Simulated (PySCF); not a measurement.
Run record: excited-state job, `[Cl][In]([Cl])[Cl]`.

Computed with TDDFT CAM-B3LYP/def2-SVPD, vertical, gas phase, core orbitals frozen in the response, def2 core potentials past Kr (PySCF 2.14.0, density-fitted response routines). Geometry: PBE0-D3(BJ)/def2-SVP. The input is one job of a driver script: a line of settings, then coordinates in Å.

Input:
```
{"job": {"kind": "uv", "xc": "CAM-B3LYP", "basis": "def2-SVPD", "ip": true, "nstates": 10}, "charge": 0, "multiplicity": 1}
In    -0.009075    -0.004171     0.000869
Cl     2.310578    -0.032976     0.015896
Cl    -1.110262     2.039517    -0.028959
Cl    -1.191241    -2.002370     0.012193
```

Task: Estimate the output.

Result: 
```
coarse grid: 27040 points
cycle   1  E = -1569.7464970131  dE = -2.062e+01  |g| = 1.799e+00  |ddm| = 1.312e+01
cycle   2  E = -1569.8730287762  dE = -1.265e-01  |g| = 1.727e+00  |ddm| = 5.783e+00
cycle   3  E = -1570.4794427557  dE = -6.064e-01  |g| = 8.207e-02  |ddm| = 1.910e+00
cycle   4  E = -1570.4808987442  dE = -1.456e-03  |g| = 4.346e-02  |ddm| = 1.972e-01
cycle   5  E = -1570.4813793970  dE = -4.807e-04  |g| = 3.984e-03  |ddm| = 5.913e-02
cycle   6  E = -1570.4813878859  dE = -8.489e-06  |g| = 6.826e-04  |ddm| = 1.298e-02
final grid: 49288 points
cycle   7  E = -1570.4814575513  dE = -1.536e-07  |g| = 5.314e-04  |ddm| = 1.971e-03
cycle   8  E = -1570.4814575630  dE = -1.165e-08  |g| = 5.132e-04  |ddm| = 1.525e-03
cycle   9  E = -1570.4814576325  dE = -6.949e-08  |g| = 2.399e-05  |ddm| = 6.752e-04
cycle  10  E = -1570.4814576329  dE = -4.120e-10  |g| = 1.082e-05  |ddm| = 7.551e-05
converged SCF energy = -1570.4814576329

Static polarisability (au): isotropic 76.371, principal 54.927 86.665 87.521

Singlet excitations
state   eV       nm        f      main configurations
  1   5.0904    243.6   0.00007   H->L 0.96
  2   5.2191    237.6   0.00000   H-3->L 0.96
  3   5.2248    237.3   0.00000   H-4->L 0.96
  4   5.3125    233.4   0.06175   H-1->L 0.89
  5   5.3244    232.9   0.06203   H-2->L 0.88
  6   5.8034    213.6   0.04065   H-5->L 0.97
  7   6.4428    192.4   0.00000   H->L+1 0.99
  8   6.5198    190.2   0.00000   H-1->L+1 0.99
  9   6.5257    190.0   0.00000   H-2->L+1 0.99
 10   6.5772    188.5   0.00616   H-3->L+1 0.62, H-6->L 0.36

Triplet excitations (Tamm-Dancoff, eV): 4.7317 4.7789 4.7907 4.8770
Vertical ionisation energy (delta-SCF) = 11.9009 eV
Vertical electron affinity (delta-SCF) = 1.6532 eV
```

The SCF starts on a coarse grid where the log names one; the energy can jump when the final grid takes over, and dE then counts from the start density on the new grid. H and L stand for HOMO and LUMO; the number after each pair is its weight.

Task: Give S1 in cm⁻¹ and kJ/mol.

Result: 5.0904 eV × 8065.54 = 41057 cm⁻¹; × 96.485 = 491.1 kJ/mol.

Task: How does the lowest singlet excitation compare with the HOMO–LUMO gap?

Result: HOMO -10.91 eV and LUMO -2.40 eV give a gap of 8.51 eV; S1 at 5.09 eV lies 3.42 eV below it.

Main results: HOMO -10.91 eV, LUMO -2.40 eV; lowest singlet 5.09 eV; lowest triplet 4.73 eV (Tamm–Dancoff); mean polarisability 76.4 au.

Atoms past krypton carry effective core potentials; spin–orbit coupling is left out.

Task: Estimate the wall time. Hardware: one thread, Arm Neoverse V1, no GPU, on a shared host.

Result: About 57 s.
Labels such as C1 count atoms from 1, the log's own numbers from 0.
